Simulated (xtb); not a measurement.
C3H3 (SMILES [C-]#CC), charge -1, singlet, from a rough starting geometry; GFN2-xTB run with xtb 6.7.1.

Here is a job for xtb.
```
$ xtb mol.xyz --gfn 2 --chrg -1 --opt vtight --json

# file mol.xyz
6

C      0.03798774    -0.02383483     0.93628809
C     -0.00125035    -0.02166270     2.19039694
C     -0.07474719     0.00917291    -0.45185181
H      0.03403095     1.00116737    -0.88281818
H      0.88462436    -0.58045823    -0.86284494
H     -0.91438470    -0.47122181    -0.88129131
```

It wrote (shortened):

```
   ID    Z sym.   atoms
    1    6 C      1-3
    2    1 H      4-6

           -------------------------------------------------
          |                Calculation Setup                |
           -------------------------------------------------

           -------------------------------------------------
          |                 G F N 2 - x T B                 |
           -------------------------------------------------

          ...................................................
          :                      SETUP                      :
          :.................................................:
          :  # basis functions                  15          :
          :  # atomic orbitals                  15          :
          :  # shells                            9          :
          :  # electrons                        16          :
          :  max. iterations                   250          :
          :  Hamiltonian                  GFN2-xTB          :
          :  restarted?                      false          :
          :  GBSA solvation                  false          :
          :  PC potential                    false          :
          :  electronic temp.          300.0000000     K    :
          :  accuracy                    1.0000000          :
          :  -> integral cutoff          0.2500000E+02      :
          :  -> integral neglect         0.1000000E-07      :
          :  -> SCF convergence          0.1000000E-05 Eh   :
          :  -> wf. convergence          0.1000000E-03 e    :
          :  Broyden damping             0.4000000          :
          :  net charge                         -1          :
          :  unpaired electrons                  0          :
          ...................................................

 iter      E             dE          RMSdq      gap      omega  full diag
   1     -8.0225942 -0.802259E+01  0.807E+00    5.59       0.0  T
   2     -8.0213188  0.127538E-02  0.658E+00    4.87       1.0  T
   3     -8.0898866 -0.685678E-01  0.354E+00    5.61       1.0  T
   4     -8.1148662 -0.249796E-01  0.996E-01    5.56       1.0  T
   5     -8.1164276 -0.156138E-02  0.188E-01    5.64       1.0  T
   6     -8.1160678  0.359794E-03  0.272E-01    5.65       1.0  T
   7     -8.1163766 -0.308806E-03  0.976E-02    5.67       1.0  T
   8     -8.1164328 -0.561553E-04  0.213E-02    5.67       1.9  T
   9     -8.1164348 -0.201603E-05  0.682E-03    5.67       6.0  T
[...]
         :: total energy              -7.957993077790 Eh    ::
 * total energy  :    -7.9579931 Eh     change       -0.4019185E-10 Eh
 * total energy  :    -7.9682194 Eh     change       -0.1022636E-01 Eh
 * total energy  :    -7.9703358 Eh     change       -0.2116394E-02 Eh
 * total energy  :    -7.9700761 Eh     change        0.2597262E-03 Eh
 * total energy  :    -7.9705613 Eh     change       -0.4852381E-03 Eh
 * total energy  :    -7.9705957 Eh     change       -0.3432274E-04 Eh
 * total energy  :    -7.9706217 Eh     change       -0.2599825E-04 Eh
 * total energy  :    -7.9706267 Eh     change       -0.5080138E-05 Eh
 * total energy  :    -7.9706306 Eh     change       -0.3833887E-05 Eh
 * total energy  :    -7.9706311 Eh     change       -0.5416208E-06 Eh
 * total energy  :    -7.9706311 Eh     change       -0.7840637E-08 Eh
   *** GEOMETRY OPTIMIZATION CONVERGED AFTER 11 ITERATIONS ***
         :: total energy              -7.970631128008 Eh    ::
[...]
      -------------------------------------------------------------
                  HL-Gap            0.2312373 Eh            6.2923 eV
             Fermi-level            0.0618814 Eh            1.6839 eV

     #   Z          covCN         q      C6AA      α(0)
     1   6 C        1.958    -0.225    37.714     9.917
     2   6 C        0.981    -0.510    56.394    12.613
     3   6 C        3.743    -0.033    21.241     6.575
     4   1 H        0.922    -0.077     4.833     3.438
     5   1 H        0.922    -0.077     4.833     3.438
     6   1 H        0.922    -0.077     4.833     3.438

 Mol. C6AA /au·bohr⁶  :        616.266097
 Mol. C8AA /au·bohr⁸  :      14634.340606
 Mol. α(0) /au        :         39.419384

Wiberg/Mayer (AO) data.
largest (>0.10) Wiberg bond orders for each atom

 ---------------------------------------------------------------------------
     #   Z sym  total        # sym  WBO       # sym  WBO       # sym  WBO
 ---------------------------------------------------------------------------
     1   6 C    3.857 --     2 C    2.900     3 C    0.953
     2   6 C    3.011 --     1 C    2.900
     3   6 C    3.918 --     6 H    0.972     5 H    0.972     4 H    0.972
                             1 C    0.953
     4   1 H    0.994 --     3 C    0.972
     5   1 H    0.994 --     3 C    0.972
     6   1 H    0.994 --     3 C    0.972
 ---------------------------------------------------------------------------

Topologies differ in total number of bonds
Writing topology from bond orders to xtbtopo.mol

molecular dipole:
                 x           y           z       tot (Debye)
 q only:       -0.000       0.032      -2.154
   full:       -0.005       0.035      -3.118       7.925
molecular quadrupole (traceless):
                xx          xy          yy          xz          yz          zz
 q only:        5.089      -0.000       5.088      -0.044       0.124     -10.177
  q+dip:        6.305       0.001       6.302      -0.047       0.172     -12.608
   full:        7.232       0.001       7.230      -0.061       0.178     -14.461

optimized geometry written to: xtbopt.xyz

           -------------------------------------------------
          | TOTAL ENERGY               -7.970631128008 Eh   |
          | GRADIENT NORM               0.000125845746 Eh/α |
          | HOMO-LUMO GAP               6.292288065303 eV   |
           -------------------------------------------------

normal termination of xtb
```
